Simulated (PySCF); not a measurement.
# Stationary points of LaSI

These are results of PBE0/[La def2-TZVP with ECP46, S def2-TZVP, I def2-TZVP with ECP28], scalar-relativistic core potentials, density fitting, no spin–orbit coupling, PySCF, not measurements.

Relaxations began from a few typed shapes. The search is not exhaustive: other isomers or separated fragments can lie lower, and high-lying points may rest on an excited occupation.

Problem. Order these stationary points by electronic energy, lowest first, in kJ/mol from the lowest minimum.
A. singlet C∞v: La–I 3.139 Å, La–S 2.437 Å; I–La–S 180.0°
B. singlet Cs: La–I 3.005 Å, La–S 2.410 Å; I–La–S 112.8°

Solution. B (0.0), A (47.4).

Problem. Which of them are minima?

Solution. By energy in kJ/mol, 0.0: minimum; 47.4: saddle point, 2 imaginary modes.

Formally La is in oxidation state +3, with 0 electrons left for the f, d and s shells; the Mulliken f population is 0.08.
